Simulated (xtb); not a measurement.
xtb input (GFN-FF):

```bash
xtb mol.xyz --gfnff --opt tight --chrg 0 --uhf 0
```
mol.xyz:
```
7

C     -2.47027861    -0.72359314    -0.18081198
Ga    -0.59190978    -0.17575260    -0.04962525
Br     1.14760725    -1.68466173     0.00290408
Br     0.04177407     2.03479688     0.08858755
H     -2.53979121    -1.71100605    -0.63283235
H     -3.02437243     0.00503841    -0.77006954
H     -2.89330729    -0.75887332     0.82394969
```

End of the output:

```
         :::::::::::::::::::::::::::::::::::::::::::::::::::::
         ::                     SUMMARY                     ::
         :::::::::::::::::::::::::::::::::::::::::::::::::::::
         :: total energy              -0.724792840700 Eh    ::
         :: gradient norm              0.000149154577 Eh/a0 ::
         ::.................................................::
         :: bond energy               -0.754154842275 Eh    ::
         :: angle energy               0.000011577517 Eh    ::
         :: torsion energy             0.000692540375 Eh    ::
         :: repulsion energy           0.039036853812 Eh    ::
         :: electrostat energy        -0.006537358688 Eh    ::
         :: dispersion energy         -0.003787941024 Eh    ::
         :: HB energy                  0.000000000000 Eh    ::
         :: XB energy                  0.000000000000 Eh    ::
         :: bonded atm energy         -0.000053670417 Eh    ::
         :: external energy            0.000000000000 Eh    ::
         :: add. restraining           0.000000000000 Eh    ::
         :: total charge              -0.000000000000 e     ::
         :::::::::::::::::::::::::::::::::::::::::::::::::::::

           -------------------------------------------------
          |                Property Printout                |
           -------------------------------------------------

molecular dipole:
                 x           y           z       tot (Debye)
 q only:       -0.756      -0.221      -0.055       2.006
           -------------------------------------------------
          |                Geometry Summary                 |
           -------------------------------------------------

      molecular mass/u    :      244.5646798
   center of mass at/Å    :        0.0277099       0.0094815      -0.0004468
  moments of inertia/u·Å² :        0.1742483E+03   0.6368984E+03   0.8079882E+03
rotational constants/cm⁻¹ :        0.9674491E-01   0.2646832E-01   0.2086371E-01

 * 6 selected distances

     #   Z          #   Z                                           value/Å
     1   6 C        2  31 Ga                                      1.9688891
     2  31 Ga       3  35 Br                                      2.2816392 (max)
     2  31 Ga       4  35 Br                                      2.2812968
     1   6 C        5   1 H                                       1.0864861
     1   6 C        6   1 H                                       1.0864765
     1   6 C        7   1 H                                       1.0864516 (min)

 * 3 distinct bonds (by element types)

   Z      Z             #   av. dist./Å        max./Å        min./Å
   1 H    6 C           3     1.0864714     1.0864861     1.0864516
   6 C   31 Ga          1     1.9688891     1.9688891     1.9688891
  31 Ga  35 Br          2     2.2814680     2.2816392     2.2812968
Note: The following floating-point exceptions are signalling: IEEE_UNDERFLOW_FLAG IEEE_DENORMAL
normal termination of xtb

optimized geometry written to: xtbopt.xyz

           -------------------------------------------------
          | TOTAL ENERGY               -0.724792840700 Eh   |
          | GRADIENT NORM               0.000149154577 Eh/α |
           -------------------------------------------------
########################################################################
[WARNING] Runtime exception occurred
-1- gfnff_setup: Could not read topology file.
########################################################################

------------------------------------------------------------------------
------------------------------------------------------------------------
 total:
 SCF:
 ANC optimizer:
```
